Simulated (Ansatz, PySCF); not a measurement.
Breaking the B1–H2 bond in CH5BO (SMILES BOC) (multiplicity 1 held, fragments rigid). Energies count from the point at 1.192 Å.
Geometry at that point (charge 0, multiplicity 1):
```xyz
8

B     -0.29602     0.11288     1.27195
H     -1.18413     0.52666     1.95150
H      0.69681    -0.37887     1.73085
O     -0.44735     0.21798    -0.05665
C      0.53526    -0.23564    -0.98323
H      1.39623    -0.66493    -0.46633
H      0.08263    -0.98693    -1.63070
H      0.85578     0.60971    -1.59247
```

Restricted levels (R-, RO-) in cc, def2 and unpolarised 6-31G sets keep to the state of the molecule at rest. Unrestricted levels (U-) break spin symmetry where that is lower. Active spaces are followed from a long bond inwards. Curves can end on different states.

Cores are frozen in the correlated methods. Rows in 6-31G* carry no dispersion term and start afresh at each structure (6-31G* with six Cartesian d functions).

Run with Ansatz (Gaussian orbitals); PySCF for 6-31G* rows. 

Energies in kJ/mol.

| R (Å) | U-B3LYP/6-31G* | U-B3LYP/cc-pVTZ | U-SCS-MP2/cc-pVTZ | U-CCSD/cc-pVTZ | R-CCSD(T)/cc-pVTZ | FIC-MRCISD+Q on CASSCF(2,2)/cc-pVTZ |
|---|---|---|---|---|---|---|
| 0.954 | 106 | 98 | 100 | 101 | 101 | 101 |
| 1.073 | 22 | 19 | 20 | 20 | 20 | 20 |
| 1.192 | 0 | 0 | 0 | 0 | 0 | 0 |
| 1.312 | 13 | 14 | 14 | 14 | 13 | 13 |
| 1.431 | 44 | 45 | 47 | 45 | 44 | 45 |
| 1.610 | 107 | 106 | 112 | 108 | 106 | 106 |
| 1.789 | 175 | 173 | 182 | 175 | 172 | 172 |
| 2.087 | 280 | 276 | 330 | 279 | 271 | 271 |
| 2.385 | 367 | 360 | 408 | 361 | 347 | 347 |
| 2.742 | 422 | 415 | 444 | 424 | 404 | 406 |
| 3.219 | 452 | 445 | 459 | 453 | 429 | 443 |
| 3.816 | 464 | 457 | 463 | 460 | 412 | 457 |

Doubts at one or more of the structures used: a spin-contaminated determinant (U-B3LYP/6-31G*, U-B3LYP/cc-pVTZ, U-SCS-MP2/cc-pVTZ, U-CCSD/cc-pVTZ); T1 above 0.05 (U-CCSD/cc-pVTZ, R-CCSD(T)/cc-pVTZ); the program's own flag: other amplitudes (U-CCSD/cc-pVTZ); a restricted determinant that unrestricted orbitals would lower (R-CCSD(T)/cc-pVTZ); other coupled-cluster roots lie near (R-CCSD(T)/cc-pVTZ).

Ansatz is a quantum-chemistry and plane-wave program.
